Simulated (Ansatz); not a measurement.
Wavefunction ladder for CCl₂GeN, SMILES `N#[C][Ge]([Cl])[Cl]` radical

```xyz
5

N     0.8427   -0.1301    2.2196
C     0.3274   -0.0166    1.1946
Ge   -0.6975    0.2529   -0.4154
Cl   -0.9171   -1.6607   -1.3353
Cl    0.4444    1.5545   -1.6636
```

Total charge 0; spin multiplicity 2. Correlated methods include outer-core shells of Ge, which these sets cover unevenly. Scalar relativity is left out up to krypton. All single points use the PBE0-D4/def2-TZVP geometry. Frozen core, unrestricted reference, the Gaussian-basis code of Ansatz.

| basis | HF (Eh) | MP2 corr. |
| --- | --- | --- |
| def2-SVP | -3086.10868 | -0.73765 |
| def2-TZVPP | -3086.80373 | -0.92535 |
| def2-QZVPP | -3086.87410 | -1.24729 |

**Question.** Estimate the CCSD correlation energy and the (T) correction in each basis where they were run (hartree).

**Answer.** 
| basis | CCSD corr. | (T) |
| --- | --- | --- |
| def2-SVP | -0.75841 | -0.02598 |
| def2-TZVPP | -0.95200 | -0.04652 |
